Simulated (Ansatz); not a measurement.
**Which is lower?**

Two relaxed structures of GaHOF (charge -1), closed shell (PBE0-D4/def2-TZVPD; forces vanish, vibrations not checked).

A:

```xyz
4
angstrom
O -1.5059 -0.4458 0.9009
Ga -0.1485 0.0265 -0.0050
F 1.5584 -0.5272 0.3838
H 0.0960 0.9465 -1.2797
```

B:

```tsv
atom	x (Å)	y (Å)	z (Å)
O1	-1.4918	-0.5914	0.8360
Ga2	-0.1551	0.3252	-0.1453
F3	1.2590	-0.7334	0.5355
H4	-1.0095	-1.2630	1.3312
```

Ansatz 0.2.0; basis: def2-TZVPPD; cores frozen in the correlated methods. Filled d shells of the heavier atoms are correlated. The def2 sets are not built for correlating such inner shells, so the correlated values are less sure here. B3LYP uses VWN-RPA correlation.

Problem. Which structure is lower at CCSD(T), and by how much? (An estimate is asked for; the value comes from the calculation.)

Solution. The calculation gives: B, by 1.030 eV (electronic energy, against the other). By their contacts, A is GaHOF ([O][GaH][F]), total charge -1 and B is GaHOF ([OH][Ga][F]), total charge -1.

All methods give the same order:

```
   method  E(B) − E(A) (eV)
   PBE-D4            -1.101
r2SCAN-D4            -1.068
  PBE0-D4            -1.198
 B3LYP-D4            -1.217
  wB97M-V            -1.268
       HF            -1.437
      MP2            -0.842
     CCSD            -1.117
  CCSD(T)            -1.030
```

No T1 diagnostic of these runs exceeds 0.021.

Labels in which every atom is bracketed show which atoms are joined, not bond orders.

For scale, one of the runs: CCSD(T)/def2-TZVPPD, 151 basis functions, launched by `ansatz run in.yaml --threads 2 --pin off --events-out ev --progress --plain --max-ram 4352MiB`. The run took 41 s on 2 CPU threads of an Arm Neoverse V1 (shared host), with 1 GiB of host memory at its peak.
